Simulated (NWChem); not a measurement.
System: C$_{3}$H$_{5}$BFN; SMILES B1(F)CCN=C1

Output (shortened):

```
             Northwest Computational Chemistry Package (NWChem) 7.3.0
             --------------------------------------------------------

                             Geometry "geometry" -> ""
                             -------------------------

 Output coordinates in angstroms (scale by  1.889725989 to convert to a.u.)

  No.       Tag          Charge          X              Y              Z
 ---- ---------------- ---------- -------------- -------------- --------------
    1 F                    9.0000     0.06063800     2.15404000     0.00000000
    2 B                    5.0000     0.02702200     0.83175700     0.00000000
    3 C                    6.0000     1.24973100    -0.15055000     0.00000000
    4 N                    7.0000     0.86007500    -1.37415200     0.00000000
    5 C                    6.0000    -0.59292100    -1.48418500     0.00000000
    6 C                    6.0000    -1.23886900    -0.09249800     0.00000000
    7 H                    1.0000     2.32963900     0.05487300     0.00000000
    8 H                    1.0000    -0.87676700    -2.09352900     0.87511400
    9 H                    1.0000    -0.87676700    -2.09352900    -0.87511400
   10 H                    1.0000    -1.87902800     0.09109300     0.87945100
   11 H                    1.0000    -1.87902800     0.09109300    -0.87945100

 Effective nuclear repulsion energy (a.u.)     209.4044166163

                                 NWChem DFT Module
                                 -----------------

 Summary of "ao basis" -> "ao basis" (spherical)
 ------------------------------------------------------------------------------
       Tag                 Description            Shells   Functions and Types
 ---------------- ------------------------------  ------  ---------------------
 F                          6-311g**                 8       18   4s3p1d
 B                          6-311g**                 8       18   4s3p1d
 C                          6-311g**                 8       18   4s3p1d
 N                          6-311g**                 8       18   4s3p1d
 H                          6-311g**                 4        6   3s1p

            General Information
            -------------------
          SCF calculation type: DFT
          Wavefunction type:  closed shell.
          No. of atoms     :    11
          No. of electrons :    44
           Alpha electrons :    22
            Beta electrons :    22
          Charge           :     0
          Spin multiplicity:     1
          Use of symmetry is: off; symmetry adaption is: off
          Maximum number of iterations: 150
          AO basis - number of functions:   138
                     number of shells:    68
          Convergence on energy requested:  1.00D-06
          Convergence on density requested:  1.00D-05
          Convergence on gradient requested:  5.00D-04

              XC Information
              --------------
                        BHLYP Method XC Functional
                     Hartree-Fock (Exact) Exchange  0.500
                        Slater Exchange Functional  0.500 local
                    Becke 1988 Exchange Functional  0.500 non-local
              Lee-Yang-Parr Correlation Functional  1.000

             Grid Information
             ----------------
          Grid used for XC integration:  medium
          Radial quadrature: Mura-Knowles
          Angular quadrature: Lebedev.
          Tag              B.-S. Rad. Rad. Pts. Rad. Cut. Ang. Pts.
          ---              ---------- --------- --------- ---------
          F                   0.50       49          11.0       434
          B                   0.85       49          10.0       434
          C                   0.70       49          10.0       434
          N                   0.65       49          10.0       434
          H                   0.35       45          11.0       434
          Grid pruning is: on
          Number of quadrature shells:   519
          Spatial weights used:  Erf1

      Superposition of Atomic Density Guess
      -------------------------------------

 Sum of atomic energies:        -293.74989070

      Non-variational initial energy
      ------------------------------

 Total energy =    -297.093937
 1-e energy   =    -814.755170
 2-e energy   =     308.256816
 HOMO         =      -0.287760
 LUMO         =      -0.069447

   convergence    iter        energy       DeltaE   RMS-Dens  Diis-err
 ---------------- ----- ----------------- --------- --------- ---------
 d= 0,ls=0.0,diis     1   -296.6536405227 -5.06D+02  5.09D-03  6.76D-01
 d= 0,ls=0.0,diis     2   -296.6973496514 -4.37D-02  2.48D-03  4.18D-01
 d= 0,ls=0.0,diis     3   -296.7290576245 -3.17D-02  7.23D-04  5.22D-02
 d= 0,ls=0.0,diis     4   -296.7335225157 -4.46D-03  2.50D-04  3.91D-03
 d= 0,ls=0.0,diis     5   -296.7338887904 -3.66D-04  8.26D-05  3.45D-04
  Resetting Diis
 d= 0,ls=0.0,diis     6   -296.7339286151 -3.98D-05  2.64D-05  3.02D-05
 d= 0,ls=0.0,diis     7   -296.7339319004 -3.29D-06  1.22D-05  2.55D-06
 d= 0,ls=0.0,diis     8   -296.7339320140 -1.14D-07  5.19D-06  2.29D-06

         Total DFT energy =     -296.733932014028
      One electron energy =     -819.283288075647
           Coulomb energy =      352.680289612621
    Exchange-Corr. energy =      -39.535350167315
 Nuclear repulsion energy =      209.404416616312

 Numeric. integr. density =       44.000014247111

                       DFT Final Molecular Orbital Analysis
                       ------------------------------------

 Vector   20  Occ=2.000000D+00  E=-3.958148D-01
              MO Center= -4.3D-01, -4.5D-02,  1.1D-09, r^2= 2.7D+00
   Bfn.  Coefficient  Atom+Function         Bfn.  Coefficient  Atom+Function
  ----- ------------  ---------------      ----- ------------  ---------------
    97      0.223663   6 C  px              101      0.211672   6 C  px
    25     -0.175532   2 B  px               61      0.161317   4 N  px
    93      0.150891   6 C  px              100      0.145985   6 C  s
     7      0.143235   1 F  px               24      0.140638   2 B  s
    11      0.139172   1 F  px               98      0.125027   6 C  py

 Vector   21  Occ=2.000000D+00  E=-3.627547D-01
              MO Center=  5.7D-01, -8.9D-01, -1.1D-09, r^2= 2.4D+00
   Bfn.  Coefficient  Atom+Function         Bfn.  Coefficient  Atom+Function
  ----- ------------  ---------------      ----- ------------  ---------------
    45      0.249336   3 C  pz               49      0.244077   3 C  pz
    63      0.239456   4 N  pz               67      0.226265   4 N  pz
    41      0.158787   3 C  pz               59      0.156534   4 N  pz
   116     -0.144454   8 H  s               122      0.144454   9 H  s
    81     -0.140232   5 C  pz               77     -0.094242   5 C  pz

[...]

                                NWChem TDDFT Module
                                -------------------

            General Information
            -------------------
           No. of orbitals :     276
            Alpha orbitals :     138
             Beta orbitals :     138
        Alpha frozen cores :       0
         Beta frozen cores :       0
     Alpha frozen virtuals :       0
      Beta frozen virtuals :       0
         Spin multiplicity :       1
    Number of AO functions :     138
        Use of symmetry is : off
      Symmetry adaption is : off
         Schwarz screening :  0.10D-07

              XC Information
              --------------
                 BHLYP Method XC Functional
              Hartree-Fock (Exact) Exchange   0.50
                 Slater Exchange Functional   0.50 local
             Becke 1988 Exchange Functional   0.50 non-local
       Lee-Yang-Parr Correlation Functional   1.00

             TDDFT Information
             -----------------
          Calculation type : Tamm-Dancoff TDDFT
         Wavefunction type : Restricted singlets
          No. of electrons :      44
           Alpha electrons :      22
            Beta electrons :      22
              No. of roots :       6
          Max subspacesize :    5200
            Max iterations :     100
               Target root :       1
           Target symmetry : none
             Energy Cutoff :-0.13D+02
      Symmetry restriction : off
                 Algorithm : Optimal
        Davidson threshold :  0.10D-03

    6 smallest eigenvalue differences (eV)
--------------------------------------------------------
  No. Spin  Occ  Vir  Irrep   E(Occ)    E(Vir)   E(Diff)
--------------------------------------------------------
    1    1    2   23 a       -14.810    -0.018   402.509
    2    1    2   24 a       -14.810     0.076   405.083
    3    1    2   25 a       -14.810     0.094   405.568
    4    1    2   26 a       -14.810     0.117   406.183
    5    1    2   27 a       -14.810     0.123   406.356
    6    1    2   28 a       -14.810     0.133   406.633
--------------------------------------------------------

  Entering Davidson iterations
  Restricted singlet excited states

  Iter   NTrls   NConv    DeltaV     DeltaE      Time
  ----  ------  ------  ---------  ---------  ---------
    1      6       0     0.15E+00   0.10+100       14.2
    2     12       0     0.24E-01   0.24E-01       14.2
    3     18       0     0.50E-01   0.11E-01       14.2
    4     24       1     0.12E-01   0.59E-02       14.1
    5     29       4     0.21E-02   0.82E-04       13.4
    6     31       4     0.56E-03   0.32E-05       10.4
    7     33       6     0.96E-04   0.77E-07       10.5
  ----  ------  ------  ---------  ---------  ---------
  Convergence criterion met

  Ground state a        -296.733932014028 a.u.

  ----------------------------------------------------------------------------
  Root   1 singlet a             14.524377555 a.u.              395.2286 eV
  ----------------------------------------------------------------------------
     Transition Moments    X  0.00000   Y -0.00000   Z  0.08178
     Dipole Oscillator Strength                    0.0647519581
     Electric Quadrupole                           0.0010356599
     Magnetic Dipole                               0.0016711214
     Total Oscillator Strength                     0.0674587394

     Occ.    2  a   ---  Virt.   23  a       -0.91856
     Occ.    2  a   ---  Virt.   25  a        0.22361
     Occ.    2  a   ---  Virt.   28  a       -0.26854
     Occ.    2  a   ---  Virt.   30  a       -0.05188
     Occ.    2  a   ---  Virt.   37  a       -0.06122
     Occ.    2  a   ---  Virt.   54  a        0.15052
  ----------------------------------------------------------------------------
  Root   2 singlet a             14.781667137 a.u.              402.2298 eV
  ----------------------------------------------------------------------------
     Transition Moments    X -0.00000   Y -0.00000   Z  0.01248
     Dipole Oscillator Strength                    0.0015358506
     Electric Quadrupole                           0.0000257355
     Magnetic Dipole                               0.0000417463
     Total Oscillator Strength                     0.0016033324

     Occ.    2  a   ---  Virt.   23  a        0.32789
     Occ.    2  a   ---  Virt.   25  a        0.85624
     Occ.    2  a   ---  Virt.   28  a       -0.39213
  ----------------------------------------------------------------------------
  Root   3 singlet a             14.789290186 a.u.              402.4372 eV
  ----------------------------------------------------------------------------
     Transition Moments    X -0.00397   Y  0.00152   Z  0.00000
     Dipole Oscillator Strength                    0.0001778593
     Electric Quadrupole                           0.0000032928
     Magnetic Dipole                               0.0000018902
     Total Oscillator Strength                     0.0001830424

     Occ.    2  a   ---  Virt.   24  a        0.94454
     Occ.    2  a   ---  Virt.   26  a        0.27480
     Occ.    2  a   ---  Virt.   27  a       -0.12077
     Occ.    2  a   ---  Virt.   31  a       -0.09240
     Occ.    2  a   ---  Virt.   33  a        0.06404
  ----------------------------------------------------------------------------
  Root   4 singlet a             14.810315877 a.u.              403.0094 eV
  ----------------------------------------------------------------------------
     Transition Moments    X -0.05674   Y -0.00396   Z -0.00000
     Dipole Oscillator Strength                    0.0319418280
     Electric Quadrupole                           0.0005701576
     Magnetic Dipole                               0.0006649459
     Total Oscillator Strength                     0.0331769315

     Occ.    2  a   ---  Virt.   24  a       -0.08765
     Occ.    2  a   ---  Virt.   26  a        0.22578
     Occ.    2  a   ---  Virt.   27  a       -0.49832
     Occ.    2  a   ---  Virt.   29  a       -0.17104
     Occ.    2  a   ---  Virt.   31  a        0.54672
     Occ.    2  a   ---  Virt.   32  a       -0.50560
     Occ.    2  a   ---  Virt.   33  a        0.10729
     Occ.    2  a   ---  Virt.   38  a        0.09966
     Occ.    2  a   ---  Virt.   40  a       -0.10109
     Occ.    2  a   ---  Virt.   41  a       -0.10456
     Occ.    2  a   ---  Virt.   43  a        0.10683
     Occ.    2  a   ---  Virt.   45  a       -0.16436
     Occ.    2  a   ---  Virt.   46  a       -0.10784
     Occ.    2  a   ---  Virt.   53  a       -0.05384
     Occ.    2  a   ---  Virt.   59  a       -0.05883
  ----------------------------------------------------------------------------
  Root   5 singlet a             14.830549059 a.u.              403.5599 eV
  ----------------------------------------------------------------------------
     Transition Moments    X  0.01723   Y  0.01197   Z -0.00000
     Dipole Oscillator Strength                    0.0043522671
     Electric Quadrupole                           0.0000766720
     Magnetic Dipole                               0.0001155108
     Total Oscillator Strength                     0.0045444499

     Occ.    2  a   ---  Virt.   24  a        0.11833
     Occ.    2  a   ---  Virt.   26  a       -0.72185
     Occ.    2  a   ---  Virt.   27  a       -0.64290
     Occ.    2  a   ---  Virt.   31  a       -0.10414
     Occ.    2  a   ---  Virt.   32  a        0.11571
     Occ.    2  a   ---  Virt.   34  a       -0.08360
     Occ.    2  a   ---  Virt.   36  a        0.06038
     Occ.    2  a   ---  Virt.   38  a       -0.06157
     Occ.    2  a   ---  Virt.   50  a       -0.05694
  ----------------------------------------------------------------------------
  Root   6 singlet a             14.833241449 a.u.              403.6332 eV
  ----------------------------------------------------------------------------
     Transition Moments    X -0.00000   Y -0.00000   Z -0.01123
     Dipole Oscillator Strength                    0.0012476341
     Electric Quadrupole                           0.0000222994
     Magnetic Dipole                               0.0000344876
     Total Oscillator Strength                     0.0013044211

     Occ.    2  a   ---  Virt.   23  a       -0.16271
     Occ.    2  a   ---  Virt.   25  a        0.44224
     Occ.    2  a   ---  Virt.   28  a        0.84077
     Occ.    2  a   ---  Virt.   30  a        0.25095
     Occ.    2  a   ---  Virt.   37  a        0.06273

              Target root =      1
          Target symmetry = none
      Ground state energy =   -296.733932014028
        Excitation energy =     14.524377554860
     Excited state energy =   -282.209554459168

  stored tddft:energy   -282.20955445916809
```

Level: BHandHLYP/6-311G** (spherical d), restricted-window TDA. Structure relaxed at the PBE0/def2-SVP level. The quadrupole and magnetic terms of the printed total strengths depend on the origin.

Which NWChem input produces such a log?

This is not unique; one that fits is the input that was run:
```
start job
memory heap 200 mb stack 900 mb global 1100 mb
geometry units angstroms noautosym nocenter noautoz
  F      0.060638     2.154040     0.000000
  B      0.027022     0.831757     0.000000
  C      1.249731    -0.150550     0.000000
  N      0.860075    -1.374152     0.000000
  C     -0.592921    -1.484185     0.000000
  C     -1.238869    -0.092498     0.000000
  H      2.329639     0.054873     0.000000
  H     -0.876767    -2.093529     0.875114
  H     -0.876767    -2.093529    -0.875114
  H     -1.879028     0.091093     0.879451
  H     -1.879028     0.091093    -0.879451
end
basis spherical
  F library 6-311g**
  B library 6-311g**
  C library 6-311g**
  N library 6-311g**
  H library 6-311g**
end
dft
  xc bhlyp
  iterations 150
end
tddft
  cis
  ecut -13.0
  nroots 6
  notriplet
end
task tddft energy
```
